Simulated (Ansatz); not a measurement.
Ansatz (a program for electronic structure) input (wB97M-V/def2-QZVPPD): A basis named .json is the Basis Set Exchange file of that set (core-valence sets with the plain set on hydrogen).

Ansatz 0.2 input:
```yaml
crystal:
  periodic: [false, false, false]
  atoms:
    - {symbol: H, position_ang: [0.00000000, 0.00000000, 0.00000000]}
basis:
  gaussian:
    orbitals: def2-QZVPPD.json
hamiltonian:
  xc: {name: wB97M-V}
magnetization: {spin_polarized: true, initial_magnetization: 1}
scf: {lower_state_search: full}
```

Output:

```
Functional definition: wB97M-V
integrals: 0.00 GiB planned
66 factors; their error is unknown
integrals: 0.03 GiB planned
29 factors; integrals over basis functions are off by at most 7.7e-5 eV
mean field: 0.07 GiB planned
mean field evaluation 1: about -13.4496 eV, gradient 1.3e0 eV
mean field evaluation 2: about -13.4583 eV, gradient 1.5e-1 eV
mean field evaluation 4: about -13.4587 eV, gradient 3.5e-2 eV
mean field evaluation 8: about -13.4585 eV, gradient 7.6e-6 eV
mean field evaluation 16: about -13.4583 eV, gradient 1.5e-1 eV
mean field evaluation 32: about -13.4585 eV, gradient 4.2e-5 eV
mean field -13.45846398 eV, -0.4945894289 hartree, gradient 7.4e-6 eV, S^2 0.750000; 2 other end points of the search recorded, 0 dependent functions left out
reference -13.45849327 eV, -0.4945905052 hartree; 1, 0 occupied and 32, 33 virtual orbitals, 66 factors
Total energy: -13.45849327 eV, -0.4945905052 hartree
```
